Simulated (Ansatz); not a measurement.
GeEt2Me2 (C6H16Ge). Total charge 0; singlet. Geometry r2SCAN-D4/def2-SVP, basis def2-TZVP, Ansatz.

```csv
atom,x (Å),y (Å),z (Å)
C1,0.475,1.342,-1.406
C2,-0.827,2.113,-1.625
C3,-0.248,0.379,1.580
C4,-0.380,-0.758,2.594
C5,2.016,-1.152,-0.105
C6,-1.060,-1.437,-0.933
Ge7,0.297,-0.216,-0.216
H8,0.878,0.983,-2.371
H9,1.251,2.004,-0.982
H10,-0.690,2.976,-2.299
H11,-1.607,1.474,-2.072
H12,-1.233,2.504,-0.678
H13,-1.206,0.921,1.485
H14,0.490,1.124,1.928
H15,-0.690,-0.393,3.589
H16,-1.128,-1.503,2.275
H17,0.574,-1.295,2.729
H18,1.936,-2.056,0.519
H19,2.790,-0.501,0.332
H20,2.354,-1.460,-1.107
H21,-1.117,-2.357,-0.331
H22,-0.816,-1.724,-1.969
H23,-2.057,-0.968,-0.934
```

```csv
run,HOMO (eV),LUMO (eV)
A,-7.27,0.51
B,-7.62,1.27
C,-6.49,0.75
D,-6.26,0.06
E,-8.81,1.58
F,-7.46,0.83
```

B3LYP takes the VWN-RPA correlation.

Problem. The runs used B3LYP, CAM-B3LYP, PBE, PBE0, r2SCAN, r2SCAN0. Estimate which is which.

Solution. A B3LYP (20 % exact exchange); B r2SCAN0 (25 % exact exchange); C r2SCAN (0 % exact exchange); D PBE (0 % exact exchange); E CAM-B3LYP (range-separated); F PBE0 (25 % exact exchange). Exact exchange lowers occupied and raises empty levels; among semilocal functionals meta-GGAs tend to open the gap a little, and such runs are hard to tell apart. The gap grows from 6.32 eV (PBE) to 10.38 eV (CAM-B3LYP).
